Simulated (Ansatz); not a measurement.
Start from `[SiH3]CC[SiH2]Cl` and change one atom or group to get `BC[SiH2]Cl`.

Ansatz, PBE0-D4/def2-TZVP geometries, multiplicity 1. Each molecule was computed in one conformer, which needn't be the lowest.

| property | `[SiH3]CC[SiH2]Cl` |
| --- | --- |
| LUMO energy (ωB97M-V/def2-TZVPP) / eV | 1.90 |
| HOMO–LUMO gap (ωB97M-V/def2-TZVPP) / eV | 12.49 |
| HOMO–LUMO gap (B3LYP/def2-TZVPP) / eV | 8.20 |
| HOMO–LUMO gap (PBE0/def2-TZVPP) / eV | 8.62 |
| size of the dipole moment (PBE/def2-TZVPP) / D | 1.78 |
| LUMO energy (B3LYP/def2-TZVPP) / eV | 0.01 |

Q: Give the same properties after the change, and the shifts. (An estimate is asked.)

A: Computed: 
```
                                      property  `BC[SiH2]Cl`  shift
         LUMO energy (ωB97M-V/def2-TZVPP) / eV          0.12  -1.78
       HOMO–LUMO gap (ωB97M-V/def2-TZVPP) / eV         11.17  -1.32
         HOMO–LUMO gap (B3LYP/def2-TZVPP) / eV          6.59  -1.61
          HOMO–LUMO gap (PBE0/def2-TZVPP) / eV          7.05  -1.57
size of the dipole moment (PBE/def2-TZVPP) / D          0.66  -1.12
           LUMO energy (B3LYP/def2-TZVPP) / eV         -1.99  -2.00
```

With PBE0 the HOMO falls by 0.45 eV and the LUMO falls by 2.01 eV, so the gap narrows by about 1.56 eV. PBE moves the HOMO by -0.43 eV and ωB97M-V by -0.46 eV. Dipoles are sizes alone; their direction can turn.

B3LYP here is the variant with VWN-RPA as its local correlation; programs differ in this.
